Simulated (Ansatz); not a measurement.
Abridged output of a molecular run in Ansatz:

```
Functional definition: HF
1421 factors; integrals over basis functions are off by at most 1.5e-3 eV
mean field evaluation 1: about -81533.8301 eV, gradient 3.3e1 eV
mean field evaluation 2: about -81533.8349 eV, gradient 3.3e1 eV
mean field evaluation 4: about -81536.6162 eV, gradient 3.9e0 eV
mean field evaluation 8: about -81536.6508 eV, gradient 1.3e-4 eV
mean field -81536.65079729 eV, -2996.4166492734 hartree, gradient 2.7e-6 eV, S^2 0.000000; 0 other end points of the search recorded, 0 dependent functions left out
22 core orbitals not correlated: weight in the atoms' cores, before any rotation towards them, 1.000 or more for the frozen orbitals, at most 0.000 for the correlated occupied ones
reference -81536.65079729 eV, -2996.4166492734 hartree; 24, 24 occupied and 99, 99 virtual orbitals, 1421 factors
second order -26.10212010 eV of doubles, -0.00000000 eV of singles
cycle   1  -26.74434657 eV  change   -6.4e-1 eV  update   1.1e-1
cycle   2  -27.40649339 eV  change   -6.6e-1 eV  update   3.1e-2
cycle   3  -27.52177133 eV  change   -1.2e-1 eV  update   1.4e-2
cycle   4  -27.52045879 eV  change    1.3e-3 eV  update   2.8e-3
cycle   5  -27.51941832 eV  change    1.0e-3 eV  update   8.6e-4
cycle   6  -27.51942854 eV  change   -1.0e-5 eV  update   2.6e-4
cycle   7  -27.51933942 eV  change    8.9e-5 eV  update   8.4e-5
cycle   8  -27.51935124 eV  change   -1.2e-5 eV  update   2.7e-5
perturbative correction -0.70134955 eV, -0.0257741205 hartree
Total energy: -81564.87149808 eV, -2997.4537408989 hartree
```

Its atoms:

```xyz
13

C     1.700    0.794    0.039
O     0.367    1.278    0.211
Ga   -1.326    0.054    0.356
C    -0.765   -1.692   -0.322
Cl   -1.807    0.311    2.446
Cl   -2.404    1.427   -0.965
H     1.811    0.270   -0.912
H     2.402    1.626    0.097
H     1.892    0.107    0.860
H     0.134    1.934   -0.459
H    -0.386   -1.611   -1.342
H    -1.622   -2.368   -0.328
H     0.004   -2.129    0.318
```

**Question.** Which basis set was used?
A. def2-TZVPPD
B. def2-SVP
C. def2-SVPD
D. cc-pV(T+d)Z

**Answer.** B. It gives 145 functions.

**Question.** Write the keys of the input that set method, charge and spin (a neutral closed shell needs none for the last two).

**Answer.** 
```yaml
correlation: {method: ccsd_t}
```
